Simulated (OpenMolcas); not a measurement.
Co2+ with its 6 nearest fluoride ions at 2.031 Å, on the Mg site of KMgF3 (a = 3.973 Å, distance in the model lattice 1.986 Å). The rest of the host is ab initio model potentials to 7.6 Å, with orthogonalisation functions on the cations behind the ligands, and point charges beyond; the distance is set by hand and nothing relaxes. Ligand basis ANO-RCC-VDZP.
```
Co    0.0000    0.0000    0.0000
F     2.0310    0.0000    0.0000
F     0.0000    2.0310    0.0000
F    -2.0310    0.0000    0.0000
F     0.0000   -2.0310    0.0000
F     0.0000    0.0000    2.0310
F     0.0000    0.0000   -2.0310
```

```yaml
Program: OpenMolcas 26.06
Method: CASSCF
Basis: ANO-RCC-VTZP [6s5p3d2f1g]
Scalar_Hamiltonian: DKH2, point nucleus
Active_space: 7 electrons in 5 orbitals (3d)
State_averaging: 2S+1 = 4 even, 10 roots; 2S+1 = 2 even, 40 roots
Spin-orbit_coupling: RASSI with atomic mean-field integrals over the reference wave functions
```

Question: What is the spin-free ground state (labels of O, the rotations of Oh)?

Answer: 4T1, 3-fold in its orbital part, 98 % from free-ion F terms; it has the highest spin that d7 allows.

Question: Where is the first state of the same spin?

Answer: 4T2 at 6070 cm-1 above the ground state.

Question: What are the lowest two levels with spin-orbit coupling?

Answer: A 2-fold level Γ6 with g = 4.46, 4.46, 4.46, then a 4-fold level Γ8 358.8 cm-1 above it. Their leading multiplicities are 4 (100 %) and 4 (100 %).

Question: What is χT at 300 K, and how does it compare with the textbook value?

Answer: The lowest level has 2S+1 = 4, for which the spin-only value is χT = S(S+1) / 2 = 1.875 cm3 K/mol (g = 2). The computed 3.599 at 300 K differs by +1.724, through orbital momentum, spin-orbit coupling and any other state in reach. With a threefold ground state the orbital momentum is unquenched, so the spin-only value is not expected to hold.

Question: Which ligand-field parameters describe the states?

Answer: A least-squares ligand-field fit to the states below 45000 cm-1, each weighted by its degeneracy and with a free common offset, gives 10Dq = 6867 cm-1, B = 1217 cm-1 and C = 4487 cm-1 (C/B = 3.69), with an rms deviation of 123 cm-1. The same method and metal basis give the free ion B = 1229 cm-1 (fit to its terms below 60000 cm-1, rms deviation 20 cm-1), so the nephelauxetic ratio is β = 1217 / 1229 = 0.99; it hangs on how both fits weigh the states, and computed free-ion B values tend to be too large, so β mixes covalency with correlation.

An orbital triplet at a regular site is open to Jahn-Teller coupling, which can distort the site and quench the lowest spin-orbit gaps and is left out. Without dynamic correlation the repulsion within the d shell is too large (B by tens of per cent), so at a given field states of lower spin stand too high. Ligand-to-metal charge-transfer states are missing. With no ligand orbital active B as a rule stays too high, so bands that hang on it stand too high and its fall with covalency is understated. With metal d orbitals alone and no dynamic correlation 10Dq can be off by a tenth to a fifth, either way, in oxide and fluoride hosts. No measured value stands beside these numbers; the geometry was set by hand and not optimised.
